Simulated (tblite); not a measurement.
Compound: C7H11ClGe.
SMILES with atom numbers: `[CH2:1]=[C:2]1[GeH2:3][CH2:4][C@H:5]1[C:6]1([Cl:7])[CH2:8][CH2:9]1` (hydrogens: H10, H11 on C1; H12, H13 on Ge3; H14, H15 on C4; H16 on C5; H17, H18 on C8; H19, H20 on C9)

Computed with GFN2-xTB (tblite), gas phase: L-BFGS steps from a force-field or distance-geometry start until the largest atomic force falls under 0.01 eV/Å.

Step 78: E = -734.4877 eV
```
atom  x, y, z in Å  |  force x, y, z in eV/Å
C1     -1.4489    0.9699   -1.7432   -0.020   0.018   0.018
C2     -1.2851    0.2361   -0.6604    0.011  -0.005   0.020
Ge3    -2.1598   -1.2380    0.3063   -0.017   0.042   0.030
C4     -0.8741   -0.3907    1.5771   -0.010   0.002  -0.017
C5     -0.2360    0.4151    0.4241    0.008   0.001   0.005
C6      1.0562   -0.2070   -0.0338    0.003   0.002   0.000
Cl7     0.7841   -1.8687   -0.5490   -0.007  -0.006  -0.004
C8      2.3682    0.0854    0.6205    0.007   0.005  -0.006
C9      2.0914    0.5765   -0.7740   -0.001  -0.007  -0.006
H10    -2.2261    0.7566   -2.4587   -0.004  -0.011   0.008
H11    -0.8193    1.8204   -1.9646    0.019  -0.005  -0.004
H12    -3.6278   -1.0164    0.6257    0.008  -0.018  -0.007
H13    -2.0238   -2.6745   -0.1144    0.011  -0.016  -0.026
H14    -0.1581   -0.9867    2.1382    0.009  -0.011  -0.020
H15    -1.3798    0.2728    2.2774    0.001   0.003   0.004
H16    -0.0406    1.4606    0.6794   -0.011   0.012  -0.018
H17     2.3862    0.7972    1.4323   -0.009   0.006  -0.006
H18     3.0683   -0.7280    0.7318    0.001   0.006   0.029
H19     1.9092    1.6300   -0.9271    0.008  -0.011   0.007
H20     2.6108    0.1001   -1.5907   -0.006  -0.006  -0.005
```

Step 79: E = -734.4880 eV
```
atom  x, y, z in Å  |  force x, y, z in eV/Å
C1     -1.4506    0.9699   -1.7424   -0.008   0.007   0.001
C2     -1.2857    0.2359   -0.6599    0.010   0.000   0.012
Ge3    -2.1611   -1.2366    0.3071   -0.014   0.048   0.034
C4     -0.8726   -0.3914    1.5771   -0.012  -0.003  -0.015
C5     -0.2357    0.4142    0.4237    0.008   0.004  -0.003
C6      1.0562   -0.2087   -0.0343    0.007   0.017  -0.002
Cl7     0.7839   -1.8701   -0.5499   -0.003  -0.001  -0.002
C8      2.3671    0.0860    0.6212    0.013   0.006   0.000
C9      2.0911    0.5765   -0.7738    0.003  -0.007  -0.005
H10    -2.2272    0.7544   -2.4583   -0.002  -0.002   0.017
H11    -0.8187    1.8182   -1.9670    0.009  -0.008   0.002
H12    -3.6283   -1.0122    0.6255    0.002  -0.021  -0.003
H13    -2.0255   -2.6717   -0.1163    0.009  -0.024  -0.024
H14    -0.1557   -0.9904    2.1340    0.003  -0.006  -0.014
H15    -1.3750    0.2724    2.2797    0.002  -0.005   0.004
H16    -0.0407    1.4600    0.6781   -0.005   0.011  -0.015
H17     2.3829    0.7978    1.4332   -0.014   0.011  -0.008
H18     3.0700   -0.7245    0.7358   -0.003  -0.004   0.017
H19     1.9079    1.6301   -0.9265    0.008  -0.019   0.005
H20     2.6124    0.1011   -1.5901   -0.010  -0.004   0.002
```

Problem. Estimate the geometry and energy of step 80. (The exact step hangs on the optimiser's Hessian estimate; all steps are aligned on step 79, rigid shifts and turns removed.)

Solution. E = -734.4882 eV, largest force 0.041 eV/Å
```
atom  x, y, z in Å  |  force x, y, z in eV/Å
C1     -1.4521    0.9707   -1.7411    0.007   0.002  -0.007
C2     -1.2861    0.2355   -0.6594    0.006   0.008  -0.002
Ge3    -2.1617   -1.2358    0.3083   -0.009   0.034   0.022
C4     -0.8714   -0.3916    1.5770   -0.007  -0.004  -0.007
C5     -0.2355    0.4139    0.4232    0.004   0.004  -0.008
C6      1.0562   -0.2094   -0.0348    0.012   0.020  -0.004
Cl7     0.7830   -1.8712   -0.5500    0.002   0.008   0.001
C8      2.3664    0.0867    0.6217    0.011   0.002   0.004
C9      2.0914    0.5757   -0.7740    0.006  -0.007   0.000
H10    -2.2279    0.7538   -2.4578   -0.002   0.006   0.022
H11    -0.8184    1.8181   -1.9668   -0.005  -0.018   0.007
H12    -3.6286   -1.0113    0.6242   -0.008  -0.019   0.002
H13    -2.0270   -2.6711   -0.1180    0.009  -0.014  -0.018
H14    -0.1533   -0.9926    2.1305   -0.006   0.000  -0.010
H15    -1.3709    0.2727    2.2814    0.004  -0.015   0.002
H16    -0.0420    1.4602    0.6761    0.003   0.010  -0.009
H17     2.3799    0.7990    1.4332   -0.015   0.015  -0.010
H18     3.0706   -0.7222    0.7397   -0.006  -0.009   0.008
H19     1.9084    1.6294   -0.9270    0.006  -0.021   0.002
H20     2.6139    0.1002   -1.5896   -0.012  -0.004   0.004
```

The energy changes by -0.0002 eV. The first-order estimate −F·Δx gives -0.0003 eV and the mean of the old and new forces, exact on a quadratic surface, -0.0002 eV. The step makes an angle of 70° with the force vector and moves no atom by more than 0.005 Å.

The cost below is that of the whole relaxation. Hardware: one thread of an Arm Neoverse N1, shared host. Cost: 1.7 s wall.
